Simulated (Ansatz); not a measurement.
Compare A (`[NH2][Nb](=[O])([OH])[Cl]`) with its isomer B (`[NH]=[Nb]([OH])([OH])[Cl]`).

Isolated molecules relaxed with PBE0-D4/def2-TZVP in Ansatz; ΔE leaves out vibrations. CBS: MP2 limit from def2 TZ/QZ plus the TZ coupled-cluster correction, frozen cores. Functionals use def2-TZVPP. B3LYP here is the variant with VWN-RPA as its local correlation; programs differ in this. def2 core potentials past Kr. For Nb outer-core shells are correlated without core-valence functions, which leaves a few kJ/mol of doubt a bond. Each species was taken in one conformer, which may not be the lowest.

(1) Which isomer does CCSD(T)/CBS put lower? Give the gap. (An estimate is asked.)

(2) Give E(B) − E(A) in kcal/mol with CCSD(T)/def2-TZVPP, B3LYP, PBE0-D4, r2SCAN-D4, B2PLYP, B3LYP-D4, BLYP-D4. (Estimate.)

(3) Does the order hold for the free energy at 298.15 K (harmonic terms from PBE0-D4)? (Estimate.)

Largest T1 diagnostic: 0.022.

Results:

(1) Computed: A, by 18.4 kcal/mol.

(2) The calculation gave: CCSD(T)/def2-TZVPP 19.3, B3LYP 19.5, PBE0-D4 19.5, r2SCAN-D4 20.5, B2PLYP 20.5, B3LYP-D4 19.5, BLYP-D4 20.3. None reverses the order clearly.

(3) Computed: Yes: G(B) − G(A) = +16.8 kcal/mol, for one conformer each.

Leaving LDA and LC-ωPBE aside and taking each functional with its dispersion term where it has one, the values, not all of them listed here, spread over 2.3 kcal/mol, from BHLYP-D4 to revPBE-D4. LDA lies −1.1 kcal/mol from PBE without D4. At CCSD(T), def2-SVP lies +1.8 kcal/mol from the extrapolated value and def2-TZVPP +0.9 kcal/mol.
